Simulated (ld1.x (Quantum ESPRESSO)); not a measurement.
# Reading a pseudo-wave (lithium (Li))

Columns: radius, all-electron u(r) and pseudo u(r) of the 2s shell (level -3.01 eV) of lithium in the configuration [He] 2s0.75 2p0.25; PBE, scalar-relativistic, PAW scheme, ld1.x (Quantum ESPRESSO) 7.5.

```
r (bohr)  all-electron   pseudo
   0.220        0.1819  -0.0532
   0.440        0.1666  -0.1062
   0.660        0.0815  -0.1584
   0.880       -0.0227  -0.2095
   1.100       -0.1249  -0.2590
   1.320       -0.2165  -0.3063
   1.540       -0.2943  -0.3506
   1.760       -0.3578  -0.3913
   1.980       -0.4093  -0.4276
   2.200       -0.4505  -0.4587
   2.420       -0.4811  -0.4838
   2.640       -0.5020  -0.5025
   2.860       -0.5144  -0.5144
   3.080       -0.5191  -0.5191
   3.300       -0.5173  -0.5173
   3.520       -0.5100  -0.5100
   3.740       -0.4983  -0.4983
   3.960       -0.4829  -0.4829
   4.180       -0.4648  -0.4648
   4.400       -0.4446  -0.4446
   4.620       -0.4231  -0.4231
   4.840       -0.4008  -0.4008
   5.060       -0.3780  -0.3780
   5.280       -0.3554  -0.3554
   5.500       -0.3330  -0.3330
   5.720       -0.3112  -0.3112
```

(1) How many radial nodes do the two functions have?

(2) At about which radius was the pseudo-wave matched?

(3) Where does each function peak?

(4) Is the pseudo-wave norm-conserving?

## Answers

(1) The all-electron 2s function has n − l − 1 = 1; the pseudo-wave has 0, since the states of the same l below it are removed with the core.

(2) 2.90 bohr. The columns agree to 0.0005 from 2.64 bohr on; several derivatives are matched, so the curves merge somewhat inside the radius.

(3) Outermost all-electron maximum near 3.08 bohr, pseudo maximum near 3.08 bohr (to the table’s step).

(4) No, it belongs to a PAW set: the norm inside the radius is not constrained, and the difference is carried by the augmentation charge.
